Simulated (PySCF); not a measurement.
# Two-component Hartree-Fock for Tc³⁺ (technetium, charge +3)

Start: [Kr] 4d4; 4d5/2 filled at m_j = -1/2, +1/2, +3/2, +5/2. Calculated with PySCF 2.14 in x2c-TZVPall-2c: generalised Hartree-Fock with the X2C-1e Hamiltonian and a Gaussian nucleus; one run each with spin-orbit coupling (SO) switched off, then screened by Boettger's factors. This is a chosen level, not necessarily the ground level.

```
spinor shell  electrons  ε, spin-free (eV)  ε, screened SO (eV)  weight of nominal j (screened SO)  rms radius, screened SO (bohr)
       1s1/2          2           -21191.1             -21189.9                              1.000                          0.0394
       2s1/2          2            -3127.7              -3127.4                              1.000                           0.162
       2p1/2          2            -2795.9              -2877.6                              1.000                           0.141
       2p3/2          4            -2795.9              -2757.8                              1.000                           0.145
       3s1/2          2            -603.84              -603.78                              1.000                           0.442
       3p1/2          2            -491.98              -506.20                              1.000                           0.439
       3p3/2          4            -491.98              -485.35                              1.000                           0.450
       3d3/2          4            -311.02              -313.41                              0.969                           0.433
       3d5/2          6            -311.02              -309.39                              0.979                           0.436
       4s1/2          2            -119.99              -119.99                              1.000                            1.13
       4p1/2          2            -86.084              -90.546                              0.693                            1.24
       4p3/2          4            -86.084              -83.942                              0.846                            1.25
       4d5/2          4            -43.107              -43.077                              0.662                            1.62
```

```
   quantity    spin-free  screened SO
E (hartree)  -4280.98441  -4281.53408
        M_J            4            4
       ⟨J²⟩       20.005       20.007
       ⟨L²⟩        6.004        6.071
       ⟨S²⟩        6.001        5.974
```

Each row is a mean over spinors that exchange with the open shell spreads, by up to 9.947 eV (4p3/2).

Rows whose weight is well below 1 are mixtures of j = l ± 1/2: exchange outweighs spin-orbit coupling there, and the label is only the starting occupation.

Breit and QED terms are absent; they matter most for the inner s and p1/2 levels.

Densities and radii are taken from the X2C orbitals without a picture-change correction, which distorts them close to the nucleus.

Without spin-orbit coupling the j labels of p, d and f shells carry no meaning; the spin-free column gives the mean over the occupied spinors of each nl shell.
